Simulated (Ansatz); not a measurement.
```yaml
atoms:
  - { symbol: Al, position_ang: [0.0000, 0.0000, -1.4012] }
  - { symbol: P, position_ang: [0.0000, 0.0000, 1.4012] }
```

Basis set: 6-31G (spherical functions). Left uncorrelated: 10 orbitals. Correlation on ROHF uses semicanonical orbitals with singles. Charge 0, multiplicity 3.

Computed with Ansatz (development build ahead of 0.2.0); the reference of a correlated method needn't be the lowest determinant of its kind.

(1) Give the atomization energy at this shape (free ground-state atoms in the same class of orbitals less the molecule, no zero-point energy) of triplet AlP by ROHF-CCSD(T), UHF-BCCD(T).

Answers

(1)

```json
{"method": "ROHF-CCSD(T)", "atomization energy": "27.15 kcal/mol"}
{"method": "UHF-BCCD(T)", "atomization energy": "27.12 kcal/mol"}
```

Caution: the reference determinant was not shown to be the lowest.

This basis has no polarisation functions and is too small for such energies, which can lie far from measured ones in either direction.
